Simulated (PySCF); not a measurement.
GeHMe2(NHEt), C4H13GeN.
Bonds: Ge1–C3, Ge1–C7, Ge1–N11, N11–C12, C12–C13. Hydrogens: H2 on Ge1; H4, H5, H6 on C3; H8, H9, H10 on C7; H14 on N11; H15, H16 on C12; H17, H18, H19 on C13.

Level of theory: PBE0-D3(BJ)/def2-SVP geometry optimisation, gas phase (PySCF).

Problem. Give the optimised bond lengths and angles.

Solution. 
```json
{"bond": "Ge1–H2", "length (Å)": "1.546"}
{"bond": "Ge1–C3", "length (Å)": "1.960"}
{"bond": "Ge1–C7", "length (Å)": "1.948"}
{"bond": "Ge1–N11", "length (Å)": "1.840"}
{"bond": "C3–H4 and 5 like bonds", "length (Å)": "1.100"}
{"bond": "N11–C12", "length (Å)": "1.446"}
{"bond": "N11–H14", "length (Å)": "1.017"}
{"bond": "C12–C13", "length (Å)": "1.520"}
{"bond": "C12–H15, C12–H16", "length (Å)": "1.108"}
{"bond": "C13–H17, C13–H18, C13–H19", "length (Å)": "1.101"}
```

Bonds in one row agree within 0.01 Å and their mean is given. A selection of angles:
```json
{"angle": "H2–Ge1–C3", "degrees": "108.8"}
{"angle": "H2–Ge1–C7", "degrees": "111.7"}
{"angle": "H2–Ge1–N11", "degrees": "105.9"}
{"angle": "C3–Ge1–C7", "degrees": "110.5"}
{"angle": "C3–Ge1–N11", "degrees": "113.2"}
{"angle": "C7–Ge1–N11", "degrees": "106.6"}
{"angle": "Ge1–C3–H4", "degrees": "110.6"}
{"angle": "Ge1–C3–H5", "degrees": "110.5"}
{"angle": "H4–C3–H5", "degrees": "108.4"}
{"angle": "H8–C7–H9", "degrees": "108.7"}
{"angle": "Ge1–N11–C12", "degrees": "121.3"}
{"angle": "Ge1–N11–H14", "degrees": "114.3"}
{"angle": "C12–N11–H14", "degrees": "112.2"}
{"angle": "N11–C12–C13", "degrees": "111.9"}
{"angle": "N11–C12–H15", "degrees": "113.4"}
{"angle": "N11–C12–H16", "degrees": "108.1"}
{"angle": "C13–C12–H15", "degrees": "108.9"}
{"angle": "H15–C12–H16", "degrees": "105.3"}
{"angle": "C12–C13–H17", "degrees": "110.4"}
{"angle": "C12–C13–H18", "degrees": "111.5"}
{"angle": "H17–C13–H18", "degrees": "108.9"}
{"angle": "H17–C13–H19", "degrees": "107.6"}
```

Torsions: C3–Ge1–N11–C12 60° (synclinal); Ge1–N11–C12–C13 159° (antiperiplanar). The mirror-image conformer, all signs reversed, is as good.

Ge1 (germanium bonded to 2 C, N and H) is distorted tetrahedral (angles from 105.9° to 113.2°). N11 (nitrogen bonded to C, Ge and H) is pyramidal (angles 121.3°, 114.3° and 112.2°, sum 347.8°, 0.28 Å off the plane of its three neighbours).

Point group: C1 (no symmetry element, even within 0.4 Å). PBE0-D3(BJ)/def2-SVP frequencies: not computed here. One conformer, not necessarily the lowest.
